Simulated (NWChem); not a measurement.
System: C₂H₆O₂Si; SMILES O(C(C)=O)[SiH3]

Input file for NWChem:

```
start job
memory heap 200 mb stack 900 mb global 1100 mb
geometry units angstroms noautosym nocenter noautoz
  Si     0.019585     1.728714    -0.001038
  O      0.786859     0.166909     0.001054
  C     -0.077315    -0.878988     0.001162
  C      0.621393    -2.213718     0.001971
  O     -1.285440    -0.706566     0.000472
  H     -0.793216     1.926121     1.240896
  H      1.198989     2.652282    -0.001903
  H     -0.792690     1.923056    -1.243791
  H     -0.121660    -3.029252     0.003972
  H      1.279067    -2.292015     0.890461
  H      1.276176    -2.294240    -0.888487
end
basis spherical
  * library 6-31g*
end
dft
  xc hfexch
  iterations 150
  mulliken
end
task dft energy
esp
  recalculate
  probe 0.07
  range 0.3
  factor 1.0
  spacing 0.02
end
task esp
```

NWChem printed, in part:

```
             Northwest Computational Chemistry Package (NWChem) 7.3.0
             --------------------------------------------------------

                             Geometry "geometry" -> ""
                             -------------------------

 Output coordinates in angstroms (scale by  1.889725989 to convert to a.u.)

  No.       Tag          Charge          X              Y              Z
 ---- ---------------- ---------- -------------- -------------- --------------
    1 Si                  14.0000     0.01958500     1.72871400    -0.00103800
    2 O                    8.0000     0.78685900     0.16690900     0.00105400
    3 C                    6.0000    -0.07731500    -0.87898800     0.00116200
    4 C                    6.0000     0.62139300    -2.21371800     0.00197100
    5 O                    8.0000    -1.28544000    -0.70656600     0.00047200
    6 H                    1.0000    -0.79321600     1.92612100     1.24089600
    7 H                    1.0000     1.19898900     2.65228200    -0.00190300
    8 H                    1.0000    -0.79269000     1.92305600    -1.24379100
    9 H                    1.0000    -0.12166000    -3.02925200     0.00397200
   10 H                    1.0000     1.27906700    -2.29201500     0.89046100
   11 H                    1.0000     1.27617600    -2.29424000    -0.88848700

 Effective nuclear repulsion energy (a.u.)     229.7813226729

  xc_inp: hfexch multiplicative factor not found.

                                 NWChem DFT Module
                                 -----------------

 Summary of "ao basis" -> "ao basis" (spherical)
 ------------------------------------------------------------------------------
       Tag                 Description            Shells   Functions and Types
 ---------------- ------------------------------  ------  ---------------------
 Si                          6-31g*                  8       18   4s3p1d
 O                           6-31g*                  6       14   3s2p1d
 C                           6-31g*                  6       14   3s2p1d
 H                           6-31g*                  2        2   2s

            General Information
            -------------------
          SCF calculation type: DFT
          Wavefunction type:  closed shell.
          No. of atoms     :    11
          No. of electrons :    48
           Alpha electrons :    24
            Beta electrons :    24
          Charge           :     0
          Spin multiplicity:     1
          Use of symmetry is: off; symmetry adaption is: off
          Maximum number of iterations: 150
          AO basis - number of functions:    86
                     number of shells:    44
          Convergence on energy requested:  1.00D-06
          Convergence on density requested:  1.00D-05
          Convergence on gradient requested:  5.00D-04

              XC Information
              --------------
                     Hartree-Fock (Exact) Exchange  1.000

      Superposition of Atomic Density Guess
      -------------------------------------

 Sum of atomic energies:        -516.63591552

      Non-variational initial energy
      ------------------------------

 Total energy =    -518.788329
 1-e energy   =   -1167.808809
 2-e energy   =     419.239157
 HOMO         =      -0.386091
 LUMO         =       0.041458

     ---------------------------------------------
      Total Density - Mulliken Population Analysis
     ---------------------------------------------

    Atom       Charge   Shell Charges
 -----------   ------   -------------------------------------------------------
    1 Si  14    13.29   2.00  2.00  5.97  0.94  1.49  0.31  0.44  0.15
    2 O    8     8.83   2.00  0.93  3.04  0.93  1.92  0.02
    3 C    6     4.79   2.00  0.67  1.37  0.33  0.32  0.11
    4 C    6     6.72   2.00  0.71  2.04  0.69  1.26  0.03
    5 O    8     8.90   2.00  0.95  3.11  0.95  1.87  0.02
    6 H    1     1.07   0.47  0.60
    7 H    1     1.08   0.47  0.60
    8 H    1     1.07   0.47  0.60
    9 H    1     0.77   0.46  0.31
   10 H    1     0.75   0.45  0.30
   11 H    1     0.75   0.45  0.30

   convergence    iter        energy       DeltaE   RMS-Dens  Diis-err
 ---------------- ----- ----------------- --------- --------- ---------
 d= 0,ls=0.0,diis     1   -517.7911488893 -7.48D+02  9.35D-03  1.04D+00
 d= 0,ls=0.0,diis     2   -517.8740245302 -8.29D-02  3.98D-03  4.66D-01
 d= 0,ls=0.0,diis     3   -517.9165863303 -4.26D-02  1.11D-03  9.53D-03
 d= 0,ls=0.0,diis     4   -517.9183404996 -1.75D-03  4.01D-04  1.97D-03
 d= 0,ls=0.0,diis     5   -517.9186018086 -2.61D-04  1.90D-04  1.34D-04
  Resetting Diis
 d= 0,ls=0.0,diis     6   -517.9186460952 -4.43D-05  1.13D-04  3.14D-05
 d= 0,ls=0.0,diis     7   -517.9186574649 -1.14D-05  2.14D-05  3.42D-06
 d= 0,ls=0.0,diis     8   -517.9186583173 -8.52D-07  1.05D-05  8.10D-07
 d= 0,ls=0.0,diis     9   -517.9186585828 -2.65D-07  1.39D-05  4.64D-07
 d= 0,ls=0.0,diis    10   -517.9186587295 -1.47D-07  1.88D-06  1.97D-08

         Total DFT energy =     -517.918658729483
      One electron energy =    -1170.449668343089
           Coulomb energy =      472.121718129953
    Exchange-Corr. energy =      -49.372031189262
 Nuclear repulsion energy =      229.781322672915

 Numeric. integr. density =        0.000000000000

                       DFT Final Molecular Orbital Analysis
                       ------------------------------------

 Vector   22  Occ=2.000000D+00  E=-4.816085D-01
              MO Center=  3.8D-01,  2.1D+00, -3.2D-03, r^2= 2.5D+00
   Bfn.  Coefficient  Atom+Function         Bfn.  Coefficient  Atom+Function
  ----- ------------  ---------------      ----- ------------  ---------------
     7      0.367342   1 Si px               78      0.351138   7 H  s
    77      0.262682   7 H  s                80     -0.173283   8 H  s
    76     -0.172172   6 H  s                21     -0.164880   2 O  px
     3     -0.147426   1 Si px               79     -0.135385   8 H  s
    75     -0.134539   6 H  s                25     -0.130801   2 O  px

 Vector   23  Occ=2.000000D+00  E=-4.677244D-01
              MO Center= -3.5D-01,  5.7D-01,  8.7D-04, r^2= 3.1D+00
   Bfn.  Coefficient  Atom+Function         Bfn.  Coefficient  Atom+Function
  ----- ------------  ---------------      ----- ------------  ---------------
    23      0.373771   2 O  pz               27      0.327546   2 O  pz
    65     -0.319479   5 O  pz               69     -0.253872   5 O  pz
    76     -0.224866   6 H  s                80      0.224369   8 H  s
     9     -0.218408   1 Si pz               75     -0.152437   6 H  s
    79      0.152040   8 H  s                 5      0.086663   1 Si pz

 Vector   24  Occ=2.000000D+00  E=-4.535642D-01
              MO Center= -7.2D-01, -7.4D-01,  6.6D-04, r^2= 2.1D+00
   Bfn.  Coefficient  Atom+Function         Bfn.  Coefficient  Atom+Function
  ----- ------------  ---------------      ----- ------------  ---------------
    64      0.554621   5 O  py               68      0.421976   5 O  py
    21      0.184869   2 O  px               25      0.156609   2 O  px
    49     -0.151471   4 C  px               50      0.148126   4 C  py
    22      0.119149   2 O  py               36     -0.117173   3 C  py
    24     -0.104635   2 O  s                26      0.102913   2 O  py

 Vector   25  Occ=0.000000D+00  E= 1.328929D-01
              MO Center= -4.0D-02,  2.1D+00, -1.6D-03, r^2= 4.7D+00
   Bfn.  Coefficient  Atom+Function         Bfn.  Coefficient  Atom+Function
  ----- ------------  ---------------      ----- ------------  ---------------
    12      1.163500   1 Si py               11     -0.543063   1 Si px
    24      0.438441   2 O  s                52      0.435387   4 C  s
    76     -0.302473   6 H  s                80     -0.302128   8 H  s
    40      0.267076   3 C  py               26      0.233910   2 O  py
    78     -0.201607   7 H  s                 8      0.161807   1 Si py

[...]

                     NWChem Electrostatic Potential Fit Module
                     -----------------------------------------

 Atom parameters

 Number of atoms is                                   11
 Number of basis functions is                         86

 Grid parameters

 Maximum number of grid points is                  45618
 Number of grid points is                          45617
 Grid range                                     0.300000 nm
 Grid spacing                                   0.020000 nm
 Probe radius                                   0.070000 nm
 Atom radius factor                             1.000000

 Atomic radii

    1    0.100000
    6    0.147000
    8    0.136000
   14    0.187000
 FASTESP  F
  using M.O. file = ./job.movecs

    Atom              Coordinates                           Charge

                                                  ESP

    1 Si    0.001959    0.172871   -0.000104    0.754615
    2 O     0.078686    0.016691    0.000105   -0.579484
    3 C    -0.007732   -0.087899    0.000116    0.933923
    4 C     0.062139   -0.221372    0.000197   -0.392841
    5 O    -0.128544   -0.070657    0.000047   -0.637580
    6 H    -0.079322    0.192612    0.124090   -0.131568
    7 H     0.119899    0.265228   -0.000190   -0.152408
    8 H    -0.079269    0.192306   -0.124379   -0.131207
    9 H    -0.012166   -0.302925    0.000397    0.106689
   10 H     0.127907   -0.229202    0.089046    0.114679
   11 H     0.127618   -0.229424   -0.088849    0.115183
                                            ------------
                                                0.000000

 Dipole moment                                  0.703396

 Quadrupole moment Qxx                        -13.489782
                   Qyy                         12.450825
                   Qzz                          1.038957

 RMS deviation kJ/mol                           0.050598

 RRMS %                                        25.635286
```

Level: Hartree-Fock/6-31G* (spherical d). The geometry was optimised at PBE-D3(BJ)/def2-SVP.
